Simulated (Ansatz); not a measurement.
Total energies of C₃H₅ClFIn (`C=C[CH2][In]([F])[Cl]`).

```xyz
11

C     0.6733   -0.5826    1.4907
C     1.1482    0.2298    0.5575
C     0.4660    0.6663   -0.6950
In   -1.4933   -0.1377   -0.9915
F    -2.3814   -1.3482    0.2541
Cl   -2.9156    0.2432   -2.7822
H     1.2656   -0.8284    2.3642
H    -0.3144   -1.0348    1.4281
H     2.1482    0.6431    0.6920
H     0.3583    1.7552   -0.7345
H     1.0452    0.3941   -1.5833
```

The species carries charge 0 and has multiplicity 1. Correlated methods include outer-core shells of In, which these sets cover unevenly. In takes the def2 core potential. The geometry is a stationary point of PBE0-D4/def2-TZVP. It is one conformer, not always the lowest. Basis def2-TZVPP, the Gaussian-basis code of Ansatz.

RPA on PBE orbitals: Hartree–Fock energy of these orbitals -864.74638 Eh, correlation -1.89289 Eh (frozen core).

```tsv
functional	energy without D4 (Eh)	D4 term (kJ/mol)
LDA (SPW92)	-864.12720	–
BLYP	-867.55743	-53.6
r2SCAN	-867.59804	-6.2
B97M-V	-867.52154	–
PBE0	-867.27624	-21.4
r2SCAN0	-867.53344	-7.4
HSE06 (plane-wave form)	-867.25620	-20.2
ωB97M-V	-867.51352	–
B2PLYP	-867.16599	–
PBE-QIDH	-866.96005	–
```

(1) Give the same for PBE, revPBE, B3LYP, r2SCANh, BHLYP, CAM-B3LYP, LC-ωPBE, ωB97X-V. (Best estimate.)

B3LYP takes the VWN-RPA correlation (the form of Gaussian; ORCA's B3LYP/G). HSE06 is the plane-wave form, built on full-range PBE exchange. The double hybrids freeze the cores in their second-order part.

Answers

(1) Computed: 
| functional | energy without D4 (Eh) | D4 term (kJ/mol) |
| --- | --- | --- |
| PBE | -867.22727 | -25.0 |
| revPBE | -867.56461 | -69.1 |
| B3LYP | -867.75634 | -40.5 |
| r2SCANh | -867.57144 | -6.7 |
| BHLYP | -867.47788 | -34.1 |
| CAM-B3LYP | -867.57116 | -22.1 |
| LC-ωPBE | -867.43807 | – |
| ωB97X-V | -867.51312 | – |

LC-ωPBE has ω = 0.4 bohr⁻¹.
